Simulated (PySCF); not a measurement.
Coordinates in bohr (charge 0 multiplicity 1):
```
Se    0.0000    0.0000    0.0000
Cd    0.0000    0.0000    4.8314
Cd    0.0000    0.0000   -4.8314
```

Method: B3LYP in PySCF with Se def2-SVP, Cd def2-SVP with ECP28; scalar-relativistic core potentials, no spin–orbit coupling; density-fitted integrals.

This geometry of Cd₂Se is a stationary point at this level.

**Question.** What is the point group?

**Answer.** D∞h.

**Question.** Is it a minimum?

**Answer.** Yes: all harmonic wavenumbers are real, though the softest, 36 cm⁻¹, leaves little margin.

**Question.** What are the dipole moment and the gap between the highest occupied and lowest empty levels?

**Answer.** 0.00 D and 1.97 eV.

**Question.** Give the ideal-gas entropy at 298.15 K and 1 bar by parts.

**Answer.** translation 180.3, rotation 84.2, vibration 68.1, spin 0.0; total 332.5 J/(mol K).

Only a few start shapes were tried, so a lower isomer may exist.
